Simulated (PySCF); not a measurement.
C₂H₇O₂PSi.
Atom-mapped SMILES: `[PH2:1][SiH:2]1[O:3][CH2:4][CH2:5][O:6]1` (hydrogens: H7, H8 on P1; H9 on Si2; H10, H11 on C4; H12, H13 on C5)

The calculation used PySCF 2.14.0, PBE0-D3(BJ)/def2-SVP geometry optimisation, gas phase.

What internal coordinates does the optimisation give?

| bond | length (pm) |
| --- | --- |
| P1–Si2 | 225.0 |
| Si2–O3, Si2–O6 | 167.6 |
| O3–C4, C5–O6 | 141.7 |
| C4–C5 | 153.4 |
| P1–H7, P1–H8 | 143.0 |
| Si2–H9 | 148.9 |
| C4–H10, C5–H13 | 110.3 |
| C4–H11, C5–H12 | 110.4 |

Bonds in one row agree within 1 pm and their mean is given. A selection of angles:
| angle | degrees |
| --- | --- |
| Si2–P1–H7 | 91.7 |
| Si2–P1–H8 | 93.0 |
| H7–P1–H8 | 93.2 |
| P1–Si2–O3 | 112.7 |
| P1–Si2–O6 | 108.5 |
| P1–Si2–H9 | 113.9 |
| O3–Si2–O6 | 96.9 |
| O3–Si2–H9 | 109.7 |
| O6–Si2–H9 | 114.0 |
| Si2–O3–C4 | 108.4 |
| O3–C4–C5 | 107.1 |
| O3–C4–H10 | 109.4 |
| O3–C4–H11 | 109.9 |
| C5–C4–H10 | 111.8 |
| C5–C4–H11 | 110.5 |
| H10–C4–H11 | 108.1 |
| Si2–O6–C5 | 109.3 |

Dihedral angles: P1–Si2–O3–C4 -98° (anticlinal); Si2–O3–C4–C5 -30°; O3–C4–C5–O6 35° (synclinal); C4–C5–O6–Si2 -24° (synperiplanar); P1–Si2–O6–C5 123° (anticlinal). The mirror-image conformer, all signs reversed, is as good.

The 5-membered ring Si2–O3–C4–C5–O6 has internal angles of 96.9° to 109.3° (sum 529°, against 540° for a flat polygon); it is puckered, 0.14 Å rms from its mean plane, widest ring torsion 35°. P1 (three-coordinate phosphorus) is pyramidal (angles 93.2°, 93.0° and 91.7°, sum 277.9°, 0.88 Å off the plane of its three neighbours). Si2 (oxygen-bound silicon) has angles from 96.9° to 114.0°.

Point group: C1 (no symmetry element, even within 0.4 Å). No PBE0-D3(BJ)/def2-SVP frequencies stand behind this structure, so it isn't proved a minimum. One conformer, not necessarily the lowest (H–P1–Si2–O3 177° and -89°, P1–Si2–O3–C4 -98°, Si2–O3–C4–C5 -30°, O3–C4–C5–O6 35°, C4–C5–O6–Si2 -24°).

Time: 2.0 min wall; peak memory 0.54 GiB. Hardware: an Arm Neoverse V1 with one thread, no GPU (shared host). These figures are those of the optimisation.
